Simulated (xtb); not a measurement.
xtb input (GFN2-xTB):

```bash
xtb mol.xyz --gfn 2 --sp --chrg 0 --uhf 0
```
mol.xyz:
```
17

C     -2.33644108     0.67506211    -0.79480960
C     -1.88190936    -0.54481556     0.00149665
N     -0.81103535    -0.26875599     0.95008741
Si     0.84526570    -0.64407837     0.75708650
O      1.80457364     0.47487526     0.01528008
C      1.68504097     0.84773098    -1.34408078
H     -1.51466797     1.08189728    -1.38652790
H     -3.15371761     0.41615073    -1.47232555
H     -2.69086847     1.46408598    -0.12736840
H     -1.52827880    -1.31945085    -0.68323849
H     -2.74017967    -0.97372764     0.52980322
H     -1.08409766     0.36233977     1.68908732
H      0.87244329    -1.88282981    -0.05994348
H      1.45750067    -0.77984741     2.09127097
H      2.60273967     1.35388256    -1.64492254
H      0.84497855     1.53332169    -1.49101570
H      1.54094325    -0.02430046    -1.99252045
```

End of the output:

```
         :::::::::::::::::::::::::::::::::::::::::::::::::::::
         ::                     SUMMARY                     ::
         :::::::::::::::::::::::::::::::::::::::::::::::::::::
         :: total energy             -20.810236944541 Eh    ::
         :: gradient norm              0.025812609057 Eh/a0 ::
         :: HOMO-LUMO gap              5.699465450158 eV    ::
         ::.................................................::
         :: SCC energy               -21.037351952597 Eh    ::
         :: -> isotropic ES            0.044021130843 Eh    ::
         :: -> anisotropic ES          0.008729902240 Eh    ::
         :: -> anisotropic XC          0.008654250445 Eh    ::
         :: -> dispersion             -0.010465881144 Eh    ::
         :: repulsion energy           0.227115008056 Eh    ::
         :: add. restraining           0.000000000000 Eh    ::
         :: total charge              -0.000000000000 e     ::
         :::::::::::::::::::::::::::::::::::::::::::::::::::::

           -------------------------------------------------
          |                Property Printout                |
           -------------------------------------------------

    * Orbital Energies and Occupations

         #    Occupation            Energy/Eh            Energy/eV
      -------------------------------------------------------------
         1        2.0000           -0.7484996             -20.3677
       ...           ...                  ...                  ...
         7        2.0000           -0.5262637             -14.3204
         8        2.0000           -0.5243492             -14.2683
         9        2.0000           -0.5203623             -14.1598
        10        2.0000           -0.5151750             -14.0186
        11        2.0000           -0.4928432             -13.4109
        12        2.0000           -0.4863968             -13.2355
        13        2.0000           -0.4629792             -12.5983
        14        2.0000           -0.4498532             -12.2411
        15        2.0000           -0.4335473             -11.7974
        16        2.0000           -0.4307342             -11.7209
        17        2.0000           -0.4153007             -11.3009
        18        2.0000           -0.4074276             -11.0867
        19        2.0000           -0.3618752              -9.8471 (HOMO)
        20                         -0.1524237              -4.1477 (LUMO)
        21                         -0.1298124              -3.5324
        22                         -0.1219280              -3.3178
        23                         -0.0177765              -0.4837
        24                          0.0257703               0.7012
        25                          0.0590807               1.6077
        26                          0.1157941               3.1509
        27                          0.1341813               3.6513
        28                          0.1379222               3.7531
        29                          0.1447754               3.9395
        30                          0.1681055               4.5744
       ...                                ...                  ...
        40                          0.7576236              20.6160
      -------------------------------------------------------------
                  HL-Gap            0.2094515 Eh            5.6995 eV
             Fermi-level           -0.2571494 Eh           -6.9974 eV

     #   Z          covCN         q      C6AA      α(0)
     1   6 C        3.749    -0.107    22.612     6.782
     2   6 C        3.751     0.017    20.345     6.432
     3   7 N        2.589    -0.332    28.562     7.937
     4  14 Si       3.506     0.534    99.514    19.292
     5   8 O        1.619    -0.373    20.350     6.089
     6   6 C        3.689     0.045    19.996     6.400
     7   1 H        0.924     0.034     2.526     2.486
     8   1 H        0.924     0.037     2.486     2.466
     9   1 H        0.924     0.036     2.502     2.473
    10   1 H        0.924     0.032     2.555     2.500
    11   1 H        0.924     0.027     2.628     2.535
    12   1 H        0.861     0.143     1.452     1.887
    13   1 H        0.912    -0.103     5.682     3.729
    14   1 H        0.915    -0.096     5.442     3.649
    15   1 H        0.924     0.047     2.355     2.400
    16   1 H        0.924     0.031     2.573     2.508
    17   1 H        0.924     0.027     2.624     2.533

 Mol. C6AA /au·bohr⁶  :       2686.249194
 Mol. C8AA /au·bohr⁸  :      70665.551658
 Mol. α(0) /au        :         82.098007

Wiberg/Mayer (AO) data.
largest (>0.10) Wiberg bond orders for each atom

 ---------------------------------------------------------------------------
     #   Z sym  total        # sym  WBO       # sym  WBO       # sym  WBO
 ---------------------------------------------------------------------------
     1   6 C    3.997 --     2 C    1.009     9 H    0.987     7 H    0.986
                             8 H    0.985
     2   6 C    3.983 --     3 N    1.024     1 C    1.009    10 H    0.980
                            11 H    0.972
     3   7 N    3.256 --     4 Si   1.113     2 C    1.024    12 H    0.962
     4  14 Si   3.980 --     3 N    1.113     5 O    1.097    13 H    0.874
                            14 H    0.872
     5   8 O    2.241 --     4 Si   1.097     6 C    0.997
     6   6 C    3.952 --     5 O    0.997    17 H    0.987    15 H    0.982
                            16 H    0.981
     7   1 H    0.999 --     1 C    0.986
     8   1 H    0.998 --     1 C    0.985
     9   1 H    0.999 --     1 C    0.987
    10   1 H    0.999 --     2 C    0.980
    11   1 H    0.999 --     2 C    0.972
    12   1 H    0.980 --     3 N    0.962
    13   1 H    0.989 --     4 Si   0.874
    14   1 H    0.990 --     4 Si   0.872
    15   1 H    0.998 --     6 C    0.982
    16   1 H    0.999 --     6 C    0.981
    17   1 H    0.999 --     6 C    0.987
 ---------------------------------------------------------------------------

Topologies differ in total number of bonds
Writing topology from bond orders to xtbtopo.mol

molecular dipole:
                 x           y           z       tot (Debye)
Note: The following floating-point exceptions are signalling: IEEE_UNDERFLOW_FLAG IEEE_DENORMAL
normal termination of xtb
 q only:       -0.457      -0.012      -0.265
   full:       -0.599       0.262      -0.459       2.031
molecular quadrupole (traceless):
                xx          xy          yy          xz          yz          zz
 q only:       -1.561      -0.603      -0.342      -1.809      -0.965       1.903
  q+dip:       -1.204      -0.733      -0.369      -3.104       1.625       1.573
   full:       -1.313      -0.879      -0.990      -2.997       0.549       2.303

           -------------------------------------------------
          | TOTAL ENERGY              -20.810236944541 Eh   |
          | GRADIENT NORM               0.025812609057 Eh/α |
          | HOMO-LUMO GAP               5.699465450158 eV   |
           -------------------------------------------------

------------------------------------------------------------------------
------------------------------------------------------------------------
 total:
 SCF:
```
